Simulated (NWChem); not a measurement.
Correlation energy of ITl

SMILES: [I][Tl]
```xyz
2

Tl     0.0000     0.0000    -1.1460
I      0.0000     0.0000     1.7514
```
Charge 0, spin multiplicity 1.

All runs are NWChem calculations. Structure: optimised with B3LYP/def2-SVP with def2 effective core potentials on I, Tl, a minimum by its harmonic frequencies.

Basis set: def2-SVP. Each correlation energy counts from its own Hartree-Fock reference.

| method | correlation energy (mHa) | difference from CCSD(T) |
|---|---|---|
| CCSD+T(CCSD) | -204.0 | -0.4 |
| CR-CCSD(T) | -202.6 | +1.0 |
| CCSD(T) | -203.6 | 0.0 |
| SCS-MP2 | -171.0 | +32.6 |
| MP2 | -180.2 | +23.3 |
| CCSD | -197.9 | +5.7 |
| CR-CCSD[T] | -202.9 | +0.7 |

The values span 33.0 mHa, from CCSD+T(CCSD) (lowest) to SCS-MP2 (highest). 

Effective core potentials replace the inner electrons of I, Tl; spin-orbit coupling is left out. The correlated methods keep 8 core orbitals frozen. The structure started from a generated list of species. Differences from the coupled-cluster row are differences between methods, not errors against experiment.
